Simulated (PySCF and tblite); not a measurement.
The numbers below are computed, except where a source is named.
System: C₇H₈Br (charge +1), numbered as in [CH:1]#[C:2][C@@H:3]1[C+:4]([CH3:5])[CH2:6][C@H:7]1[Br:8].

For the shift of C7 from C6 to C4: electronic barrier 14.12 kcal/mol, zero-point change 0.39 kcal/mol, thermal and entropy terms at 298.15 K a further 0.42 kcal/mol (symmetry numbers apart). The minimum is C1, the saddle C1. Level: PBE0/pcSseg-1 + D3(BJ), IEF-PCM acetone on PBE0-D3(BJ)/def2-SVP stationary points, with GFN2-xTB thermal terms. Rates follow Eyring's equation with the number of equivalent paths and no tunnelling. Run with tblite and PySCF.

Q: How many equivalent paths lead out of the minimum?

A: 1: the symmetry number of the minimum is 1, that of the saddle displaced along its mode 1.

Q: Work out the rate at 298.15 K.

A: ΔG‡ = 14.93 kcal/mol; k_B T/h = 6.2×10¹² s⁻¹; exp(−ΔG‡/RT) = 1.1×10⁻¹¹; times 1 gives k = 71 s⁻¹. Wigner's tunnelling factor for the 340i cm⁻¹ mode would be 1.11.

The ion is treated without a counter-ion. Spin–orbit effects of heavy atoms on shieldings are missing.
